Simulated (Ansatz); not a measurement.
FGe (SMILES [F][Ge]), doublet, at a GFN2-xTB geometry; R2SCAN/def2-SVP run with Ansatz (a first-principles code).

The Ansatz input:
Ansatz 0.2 input:
```yaml
crystal:
  periodic: [false, false, false]
  atoms:
    - {symbol: Ge, position_ang: [-0.00000000, -0.00000000, -0.40135630]}
    - {symbol: F, position_ang: [0.00000000, 0.00000000, 1.42704462]}
basis:
  gaussian:
    orbitals: def2-SVP
hamiltonian:
  xc: r2scan
magnetization: {spin_polarized: true, initial_magnetization: 1}
```

Task: What does Ansatz print? Leave out banner, timings and long lists.

Result: 
```
Functional definition: r2SCAN
499 factors; their error is unknown
mean field evaluation 1: about -59221.7559 eV, gradient 2.6e1 eV
mean field evaluation 2: about -59164.7171 eV, gradient 1.2e2 eV
mean field evaluation 4: about -59223.9076 eV, gradient 3.4e0 eV
mean field evaluation 8: about -59223.9084 eV, gradient 3.2e-2 eV
mean field evaluation 16: about -59223.7675 eV, gradient 3.4e0 eV
mean field -59223.90839583 eV, -2176.4384901400 hartree, gradient 7.6e-5 eV, S^2 0.755097; 3 other end points of the search recorded, 0 dependent functions left out
reference -59223.90840390 eV, -2176.4384904363 hartree; 21, 20 occupied and 25, 26 virtual orbitals, 499 factors
Total energy: -59223.90840390 eV, -2176.4384904363 hartree
```
